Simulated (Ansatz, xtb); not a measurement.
A geometry optimisation of CH6AsB+ with r2SCAN-D4/def2-SVP

The starting geometry of this gas-phase doublet has its atoms placed at random.

```xyz
9

C     0.2297    1.6857   -0.7281
As    1.1855   -0.3492   -0.6752
B    -0.2286    1.9974    0.5522
H     1.0078    0.5653    1.2544
H     0.8340   -0.5948    0.7091
H     0.2369    1.7709    1.4101
H     1.2544    1.8386   -0.5962
H     1.7558    0.9720   -0.3519
H    -0.1931    0.4275   -0.1105
```

Guess where an optimisation with r2SCAN-D4/def2-SVP ends from this start.

It ends as a structure with H4 bridging H5 and B3, H5 bridging B3 and H4, H8 bridging B3 and As2, given below by its coordinates. Distances that change by over a tenth: C1–B3 (1.40 → 1.57 Å), As2–H8 (1.47 → 1.72 Å), B3–H6 (1.00 → 1.20 Å), H4–H5 (1.29 → 0.84 Å). Contacts that open: As2–H5 (1.45 → 3.05 Å), As2–H9 (1.68 → 2.59 Å). Contacts that close: C1–As2 (2.25 → 1.96 Å), C1–H9 (1.46 → 1.10 Å), As2–B3 (3.00 → 2.27 Å), B3–H4 (2.02 → 1.42 Å), B3–H5 (2.81 → 1.40 Å), B3–H8 (2.41 → 1.41 Å).

The energy falls by 10.33 eV over 47 steps:

```
step  E − E(last) (eV)
   1            10.334
   6             4.148
  11             1.751
  16             0.892
  21             0.595
  27             0.094
  32             0.088
  37             0.061
  42             0.003
  47             0.000
```

Final geometry (Å):

```xyz
9

C     0.0597    1.1237   -0.6734
As    1.8206    0.5097   -1.2856
B     0.8696    1.1558    0.6712
H     0.8647    0.1607    1.6804
H     0.1605    0.0866    1.2335
H     1.1039    2.1067    1.3594
H    -0.2306    2.1156   -1.0485
H     2.1608    0.6756    0.3875
H    -0.7270    0.3791   -0.8604
```

From the same start GFN2-xTB ends elsewhere, in pieces: CH4AsB + H2.

From so rough a start the end depends on the optimiser's path, so another program may land elsewhere. No frequencies were run, so the end isn't proven a minimum. Open shells are spin-unrestricted. Run with Ansatz 0.2.0, 3.5 min on 2 threads of Intel(R) Xeon(R) Platinum 8259CL CPU @ 2.50GHz (Skylake/Cascade Lake) (shared host).
